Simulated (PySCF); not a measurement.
**Working out the ionisation energy of Ru(2+)**

Ru(2+) [Kr] 4d6 (5D) → Ru(3+) [Kr] 4d5 (6S). All numbers are calculated (PySCF 2.14, scalar relativity through the core potential, in aug-cc-pwCVDZ-PP with ECP28MDF). Frozen: 4s2 4p6. Energies in hartree (1 hartree = 27.21139 eV):

```csv
part,Ru(2+) (lower),Ru(3+) (upper)
UHF,-93.035553,-92.064703
CCSD correlation,-0.107527,-0.066629
(T),-0.001444,-0.000305
```

Problem. What does Hartree-Fock give?

Solution. (-92.064703) − (-93.035553) = 0.970850 hartree = 26.418 eV.

Problem. What do CCSD and CCSD(T) give?

Solution. The CCSD correlation energies differ by 0.040898 hartree = 1.113 eV and the triples by 0.001139 hartree = 0.031 eV, so CCSD gives 27.531 eV and CCSD(T) 27.562 eV.

Reference: 28.47 eV (semi-empirical (NIST evaluation); NIST Atomic Spectra Database, ionization energies), between the lowest levels; spin-orbit coupling is absent from the calculation.

A double-zeta basis recovers only part of the correlation energy.

What remains against the reference includes basis incompleteness, the frozen core and higher excitations.
